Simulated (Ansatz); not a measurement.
Ge10H14, a cluster with a defect cut from the lattice of germanium (two caps of one atom removed). Charge 0, multiplicity 3. Geometry PBE-D4/def2-SVP; atoms count from 1.

```tsv
atom	x (Å)	y (Å)	z (Å)
Ge1	-1.538	0.595	-2.356
Ge2	-0.909	1.834	1.381
Ge3	-1.963	-1.960	0.757
Ge4	1.121	-2.263	-1.704
Ge5	1.766	-1.055	2.009
Ge6	2.191	1.500	-1.103
Ge7	-2.246	0.342	-0.026
Ge8	0.846	0.027	-2.539
Ge9	1.460	1.242	1.219
Ge10	0.414	-2.569	0.625
H11	-1.771	2.072	-2.804
H12	-2.376	-0.332	-3.284
H13	-1.115	3.309	0.927
H14	-1.379	1.721	2.862
H15	-2.809	-2.938	-0.109
H16	-2.460	-2.063	2.233
H17	1.315	-1.147	3.500
H18	3.266	-1.463	1.929
H19	2.003	2.987	-1.537
H20	3.699	1.141	-1.243
H21	-3.752	0.738	0.093
H22	1.320	0.125	-4.021
H23	2.292	2.206	2.123
H24	0.625	-4.050	1.066
```

Single mean-field runs in def2-TZVP are fitted with def2-universal-jkfit. At PBE0-D4/def2-TZVP a singlet of charge 0 lies 0.57 eV below the triplet, each at its own geometry.

Estimate the Mulliken populations from the PBE0/def2-TZVP orbitals of Ansatz.


```json
{"atom": "Ge1", "charge (e)": "0.03", "spin (α − β)": "0.04"}
{"atom": "Ge2", "charge (e)": "0.02", "spin (α − β)": "0.00"}
{"atom": "Ge3", "charge (e)": "0.03", "spin (α − β)": "0.04"}
{"atom": "Ge4", "charge (e)": "0.04", "spin (α − β)": "1.64"}
{"atom": "Ge5", "charge (e)": "0.03", "spin (α − β)": "0.04"}
{"atom": "Ge6", "charge (e)": "0.03", "spin (α − β)": "0.04"}
{"atom": "Ge7", "charge (e)": "-0.14", "spin (α − β)": "-0.01"}
{"atom": "Ge8", "charge (e)": "-0.15", "spin (α − β)": "0.07"}
{"atom": "Ge9", "charge (e)": "-0.14", "spin (α − β)": "-0.01"}
{"atom": "Ge10", "charge (e)": "-0.15", "spin (α − β)": "0.07"}
{"atom": "H11", "charge (e)": "0.02", "spin (α − β)": "0.02"}
{"atom": "H12", "charge (e)": "0.03", "spin (α − β)": "0.00"}
{"atom": "H13", "charge (e)": "0.03", "spin (α − β)": "0.00"}
{"atom": "H14", "charge (e)": "0.03", "spin (α − β)": "0.00"}
{"atom": "H15", "charge (e)": "0.03", "spin (α − β)": "0.00"}
{"atom": "H16", "charge (e)": "0.02", "spin (α − β)": "0.02"}
{"atom": "H17", "charge (e)": "0.02", "spin (α − β)": "0.02"}
{"atom": "H18", "charge (e)": "0.03", "spin (α − β)": "0.00"}
{"atom": "H19", "charge (e)": "0.02", "spin (α − β)": "0.02"}
{"atom": "H20", "charge (e)": "0.03", "spin (α − β)": "0.00"}
{"atom": "H21", "charge (e)": "0.03", "spin (α − β)": "0.00"}
{"atom": "H22", "charge (e)": "0.04", "spin (α − β)": "-0.01"}
{"atom": "H23", "charge (e)": "0.03", "spin (α − β)": "0.00"}
{"atom": "H24", "charge (e)": "0.04", "spin (α − β)": "-0.01"}
```
Mulliken values depend strongly on the basis.

Where does the spin sit?

Summed by element: Ge 1.91, H 0.09, of 2 unpaired in all. Largest on single atoms: Ge4 1.64, Ge10 0.07, Ge8 0.07.

And the Mayer bond orders between heavy atoms (over 0.3)?

Ge1–Ge7 0.86 (2.45 Å); Ge1–Ge8 0.84 (2.46 Å); Ge2–Ge7 0.86 (2.45 Å); Ge2–Ge9 0.86 (2.45 Å); Ge3–Ge7 0.86 (2.45 Å); Ge3–Ge10 0.84 (2.46 Å); Ge4–Ge8 0.89 (2.45 Å); Ge4–Ge10 0.89 (2.45 Å); Ge5–Ge9 0.86 (2.45 Å); Ge5–Ge10 0.84 (2.46 Å); Ge6–Ge8 0.84 (2.46 Å); Ge6–Ge9 0.86 (2.45 Å).
